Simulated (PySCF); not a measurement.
## Computed structure and properties of [PbF]+

System: [PbF]+ (singlet); start: template (C∞v). Method: PySCF 2.14.0, RKS PBE0, Pb def2-SVP with ECP60, F def2-SVP; non-relativistic Hamiltonian with scalar-relativistic core potentials where named; density fitting; no spin-orbit coupling.

Input of the relaxation:

```python
mol = gto.M(atom='''
Pb     0.00000     0.00000    -0.17348
F      0.00000     0.00000     1.89912''',
    basis={'Pb': 'def2-SVP', 'F': 'def2-SVP'},
    ecp={'Pb': 'def2-SVP'},
    charge=1, spin=0)
mf = dft.RKS(mol, xc='PBE0')
mf.grids.atom_grid = (50, 194)
mf = mf.density_fit()  # fitting sets: Pb def2-universal-JKFIT, F def2-universal-JKFIT
mf.conv_tol = 1e-08; mf.max_cycle = 55
mf.kernel(dm0)  # dm0: converged density of the start geometry
# quasi-Newton relaxation in Cartesian coordinates to a largest gradient under 0.00045 Eh/bohr, steps kept in the point group
```

Run from Python with OMP_NUM_THREADS=2; the lines above give its settings. Where DIIS fails, smearing, a level shift and second-order steps follow.
It took 1.4 s on 2 threads of Arm Neoverse V2, with other jobs on the host, from the converged density of the start.

Course of the relaxation:

| step | energy above end (eV) | largest force component within the symmetry (eV/Å) |
| --- | --- | --- |
| 0 | 0.0600 | 1.567 |
| 1 | 0.0071 | 0.636 |
| 2 | 0.0003 | 0.106 |
| 3 | 0.0000 | 0.006 |

Relaxed geometry (C∞v):

```xyz
2

Pb    0.0000    0.0000   -0.1379
F     0.0000    0.0000    1.8636
```

| contact | Å |
| --- | --- |
| Pb1–F2 (F) | 2.001 |

On the finer grid (75, 302):

```
HOMO                                                          : -16.01 eV
LUMO                                                          : -9.05 eV
Dipole about the centre of mass                               : 3.65 D
Set of Mulliken populations of Pb1 outside the core potential : s 3.97, p 6.58, d 10.08
D3(BJ) dispersion energy (not in the energies)                : -0.013 eV
```

```csv
atom,Mulliken (e),Löwdin (e),spin (e)
Pb1,1.38,1.27,0.00
F2,-0.38,-0.27,0.00
```

On the grid (50, 194), as all that follows. Harmonic modes: a minimum; lowest 638 cm⁻¹ (negative: unstable), highest 638 cm⁻¹, zero-point energy 0.040 eV.

Taking off one F (charge -1, singlet; the rest: singlet) in vacuum, both parts rigid, costs 16.95 eV; the small basis without counterpoise inflates it. Most of it is the attraction of opposite charges; other ways to part are cheaper, and one spin state was tried for the rest.

Rigid scan of F along the line from its metal:

| distance to F2 (Å) | energy (eV) |
| --- | --- |
| 1.70 | 1.913 |
| 1.80 | 0.712 |
| 1.90 | 0.151 |
| 2.00 | 0.000 |
| 2.10 | 0.113 |
| 2.20 | 0.385 |
| 2.40 | 1.164 |
| 2.70 | 2.442 |
| 3.10 | 3.884 |
| 3.60 | 5.140 |

One start shape was tried, so this needn't be the lowest isomer.
